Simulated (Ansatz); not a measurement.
`S[SiH](Cl)CCl` + H₂ → `S[SiH2]Cl` + `CCl` at 400 K and 1 bar (hydrogenolysis of the Si–C bond).

Computed with Ansatz on PBE0-D4/def2-TZVP structures; ΔE is electronic, products minus reactants. CCSD(T)/CBS is the MP2 limit (def2-TZVPP, def2-QZVPP) plus CCSD(T) − MP2 in def2-TZVPP, frozen cores. This one scheme is used for every species. Each species was taken in one conformer, which may not be the lowest.

```tsv
species	CCSD(T)/CBS energy (Eh)	H − E (kJ/mol)	S (J/(mol·K))
`S[SiH](Cl)CCl`	-1646.95956	163.3	408.4
H₂	-1.17544	38.0	139.0
`S[SiH2]Cl`	-1148.50980	98.2	327.9
`CCl`	-499.63220	114.2	247.0
```

H − E and S are ideal-gas, rigid-rotor, harmonic terms from PBE0-D4/def2-TZVP, for one conformer and one mirror image of each species. The MP2-based limit puts H₂ 0.8 mEh under its directly extrapolated value; such offsets cancel only in part. 1 Eh = 2625.50 kJ/mol, R = 8.31446 J/(mol·K).

Task: By hand: ΔE, ΔH, ΔS and ΔG.

Result: ΔE = (-1148.50980) + (-499.63220) − (-1646.95956) − (-1.17544) = -0.00700 Eh = -18.4 kJ/mol. Δ(H − E) = 98.2 + 114.2 − 163.3 − 38.0 = 11.1, so ΔH = -7.3 kJ/mol. ΔS = 327.9 + 247.0 − 408.4 − 139.0 = 27.5 J/(mol·K). ΔG = -7.3 − 400 × (27.5)/1000 = -18.3 kJ/mol.

Task: By hand: the equilibrium constant, and the temperature at which ΔG would vanish if ΔH and ΔS stayed fixed.

Result: log₁₀ K = −ΔG/(RT ln 10) = 2.4. ΔH and −TΔS have one sign here, so there is no such temperature.

TΔS isn't small against ΔH here. A doubt of 5 kJ/mol in ΔE shifts log₁₀ K by 0.7 here. Other conformers and mirror images would add mixing entropy, several J/(mol·K) or more a flexible species. These are equilibria of isolated gas molecules and say nothing of rates. Largest T1 diagnostic: 0.010 (customary marks: 0.02 for closed shells, 0.045 for open ones).
